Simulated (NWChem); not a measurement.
Species: CH₃AlF₂; SMILES [CH3][Al]([F])[F]

```xyz
7

Al    -0.0050     0.0473     0.0006
C     -0.0085    -1.8796     0.0014
H      0.4851    -2.2673    -0.9046
H     -1.0281    -2.2908     0.0396
H      0.5553    -2.2701     0.8638
F     -1.3995     0.9461    -0.0011
F      1.4054     0.9212    -0.0009
```
Atoms are numbered in this order, from 1.

Program: NWChem. Pople sets run with spherical d functions. All runs use the structure optimised with PBE0/def2-SVP. GIAO values for the isolated, static molecule; σ is the absolute isotropic shielding, δ = σ(reference) − σ with the isolated reference molecule computed at the same levels (13C: tetramethylsilane, 19F: trichlorofluoromethane, 1H: tetramethylsilane).

```tsv
level	σ Al1 (ppm)	δ C2 (ppm)	δ H3 (rotor mean) (ppm)	δ F6 (ppm)	δ F7 (ppm)
PBE0/pcSseg-1	444.5	-19.4	-0.18	-152.4	-154.0
B3LYP/6-31G*	489.6	-16.6	-0.33	-128.7	-130.1
KT2/pcSseg-1	445.2	-18.7	-0.20	-167.2	-169.4
B3LYP/6-311G**	439.6	-20.1	-0.37	-155.4	-156.1
PBE/pcSseg-1	…	-20.2	-0.24	…	…
```

Fill in the missing entries.


- PBE/pcSseg-1, σ Al1 (ppm): 429.6
- PBE/pcSseg-1, δ F6 (ppm): -161.6
- PBE/pcSseg-1, δ F7 (ppm): -163.9
